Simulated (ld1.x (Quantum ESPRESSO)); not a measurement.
# Ta: excitation energies, all-electron against TM

tantalum, norm-conserving Troullier–Martins (Kleinman–Bylander form), made with ld1.x (Quantum ESPRESSO) 7.5 (PBEsol, scalar-relativistic). Core [Xe] 4f14, reference 5d3 6s2 6p0. Waves: 6p (bound, empty): rc 2.60 bohr; 5d (bound): rc 2.30 bohr; 5f channel at -0.15 Ry: rc 2.10 bohr; 6s (bound): rc 2.55 bohr. Local part: the s channel. Core correction: Bessel-smoothed model core, default radius (core density twice the valence density).

Energies are relative to the spin-unpolarised reference configuration 5d3 6s2 6p0; without spin polarisation the order of configurations can differ from experiment. The frozen-core shift is the all-electron ΔE with the core orbitals held at their reference shape minus the fully relaxed ΔE.

(1) Give the all-electron excitation energy and the error of the potential for: 5d3 6s1 6p0; 5d3 6s0 6p0; 5d2 6s0 6p0; 5d2 6s2 6p0; 5d4 6s0 6p0; 5d4 6s1 6p0; 5d3 6s0 6p1.

Levels in the configuration 5d4 6s1 6p0:

```csv
level,all-electron (eV),pseudo (eV)
5d,-2.665,-2.618
6s,-4.989,-5.037
```

Results:

(1)

```csv
valence configuration,charge,ΔE all-electron (eV),error AE − PS (meV),frozen-core shift (meV)
5d3 6s1 6p0,+1,8.505,-11,+4.5
5d3 6s0 6p0,+2,23.481,-56,+22
5d2 6s0 6p0,+3,47.092,-235,+242
5d2 6s2 6p0,+1,7.724,-63,+48
5d4 6s0 6p0,+1,9.927,-115,+40
5d4 6s1 6p0,0,2.096,-56,+25
5d3 6s0 6p1,+1,13.632,-19,+11
```
